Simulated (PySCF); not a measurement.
# Stretching HBr⁺

Set-up: basis H cc-pVTZ, Br cc-pVTZ-PP with ECP10; scalar-relativistic core potentials; PySCF 2.14. Energies in eV from H + Br⁺ in their ground configurations at the same level. State: ²Π (doublet), unpaired electrons π ↑.

All columns are PBE0. A positive dipole points towards Br; it is taken about the centre of mass and depends on that origin.

```tsv
R (Å)	E (eV)	μ (D)	Mulliken charge on H (basis-dependent)	HOMO (eV)	LUMO (eV)	Mayer bond order	⟨S²⟩
1.253	-3.401	-1.19	0.24	-17.80	-14.83	0.98	0.75
1.311	-3.750	-1.28	0.25	-17.73	-14.76	0.98	0.75
1.370	-3.948	-1.38	0.25	-17.66	-14.69	0.97	0.75
1.413	-4.021	-1.46	0.25	-17.61	-14.64	0.97	0.75
1.457	-4.042	-1.55	0.26	-17.55	-14.59	0.96	0.75
1.501	-4.021	-1.64	0.27	-17.50	-14.53	0.95	0.75
1.559	-3.944	-1.77	0.28	-17.42	-14.46	0.94	0.75
1.632	-3.788	-1.95	0.30	-17.33	-14.37	0.93	0.75
1.719	-3.545	-2.18	0.32	-17.21	-14.26	0.91	0.76
1.836	-3.169	-2.51	0.35	-17.06	-14.11	0.88	0.76
```

A fit through these points gives, at Re = 1.456 Å, μ = -1.54 D and dμ/dR = -2.04 D/Å; the reduced mass is 0.9951 u.

Question: How strong is the fundamental in the double-harmonic approximation, I = 42.26·(dμ/dR)²/μred km/mol?

Answer: I = 42.26·(-2.04)²/0.9951 = 177 km/mol at PBE0.

Spin–orbit coupling is left out. For an ion De counts to the pair picked by the measured ionisation energies or electron affinities, which need not be the lowest pair at this level. The state is the lowest determinant that a PBE0 search found; another state may lie lower at other levels.
